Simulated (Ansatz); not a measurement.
Reaction (ligand exchange at a Ge–C bond): `C[CH2][GeH3]` + `[SiH3]N[SiH3]` → `[SiH3][N]([SiH3])[GeH3]` + `CC`

Isolated molecules relaxed with PBE0-D4/def2-TZVP in Ansatz; ΔE leaves out vibrations. CBS: MP2 limit from def2 TZ/QZ plus the TZ coupled-cluster correction, frozen cores. This one scheme is used for every species. DFT in def2-TZVPP. For Ge outer-core shells are correlated without core-valence functions, which leaves a few kJ/mol of doubt a bond. Scalar relativity is left out up to krypton.

Q: Is it downhill or uphill in electronic energy at CCSD(T)/CBS, and by how much? (Estimate.)

A: The calculation gave: Downhill: ΔE = -7.9 kcal/mol.

Q: What do these levels give: BHLYP-D4, PBE-QIDH, CCSD/def2-SVP, SCS-MP2/def2-TZVPP, MP2/def2-QZVPP, CCSD/CBS(def2)? (Best estimate.)

A: Ansatz gave: BHLYP-D4 -9.3, PBE-QIDH -7.9, CCSD/def2-SVP -9.7, SCS-MP2/def2-TZVPP -9.1, MP2/def2-QZVPP -8.6, CCSD/CBS(def2) -7.6 kcal/mol.

Largest T1 diagnostic among the species: 0.012.

At CCSD(T), def2-SVP lies −2.1 kcal/mol from the extrapolated value and def2-TZVPP −0.6 kcal/mol. Leaving LDA and LC-ωPBE aside and taking each functional with its dispersion term where it has one, the values, not all of them listed here, spread over 2.5 kcal/mol, from BHLYP-D4 to PBE-D4.
